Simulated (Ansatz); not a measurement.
`CB(N)Br` + `CO[Si](N)(O)O` → `COB(C)Br` + `N[Si](N)(O)O`  (redistribution)

Isolated molecules relaxed with PBE0-D4/def2-TZVP in Ansatz; ΔE leaves out vibrations. CCSD(T)/CBS adds triple-zeta CCSD(T) − MP2 to the extrapolated MP2 energy (def2 sets, frozen cores). For Br outer-core shells are correlated without core-valence functions, which leaves a few kJ/mol of doubt a bond. Scalar relativity is left out up to krypton. One conformer a species, not always the lowest.

```
             level  ΔE (eV)
     HF/def2-TZVPP     0.42
SCS-MP2/def2-QZVPP     0.36
```

(1) What does CCSD(T)/CBS give? (Best estimate.)

Largest T1 diagnostic among the species: 0.011.

## Answers

(1) Ansatz gave: +0.34 eV. The listed levels differ from it by 0.08, 0.02 eV.

In def2-TZVPP, CCSD(T) changes the Hartree–Fock value by −0.06 eV (the triples alone add −0.01 eV) and MP2 by −0.07 eV.
